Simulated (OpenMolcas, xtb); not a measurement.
# InCl3 (SMILES [Cl][In]([Cl])[Cl]): the vertical energy of the triplet above the singlet, rung by rung

InCl3: 4 atoms, total charge 0, spin state singlet. SMILES: `[Cl][In]([Cl])[Cl]`. The coordinates come from a PBE0-D4/def2-TZVP relaxation.

Each level gives the vertical energy of the triplet above the singlet (eV). The values are calculated.

```
                                                    level                   kind     program  value (eV)  less CCSD(T)/def2-SVP  CPU time (all runs)
                                                 GFN1-xTB         semi-empirical         xtb        4.79                  -0.98            under 2 s
                             HF/def2-SVP (core potential)           Hartree–Fock  OpenMolcas        6.74                  +0.97                 22 s
                          SVWN5/def2-SVP (core potential)                    LDA  OpenMolcas        4.56                  -1.21                 43 s
                         revPBE/def2-SVP (core potential)                    GGA  OpenMolcas        4.36                  -1.41                 85 s
                          M06-L/def2-SVP (core potential)               meta-GGA  OpenMolcas        4.77                  -1.00                 91 s
                         r2SCAN/def2-SVP (core potential)               meta-GGA  OpenMolcas        4.64                  -1.13                 91 s
                         M06-2X/def2-SVP (core potential)        hybrid meta-GGA  OpenMolcas        5.68                  -0.09              2.7 min
CCSD(T)/def2-SVP (core potential), open shells restricted  coupled cluster or CI  OpenMolcas        5.77                   0.00              1.9 min
```

Differences are taken from CCSD(T)/def2-SVP (core potential), open shells restricted for orientation; it has basis-set and higher-order errors of its own. Spin-orbit coupling, which can split open shells on such heavy atoms by tenths of an eV, is left out. The values span 4.36 to 6.74 eV. The xTB rows lack spin polarisation, so open shells miss the exchange term that lowers them. In the correlated wave-function rows the outer d shell of In is correlated, in sets not made for it. CPU times are rough (shared hosts, several kinds of processor): they show what a rung costs within a factor of a few.
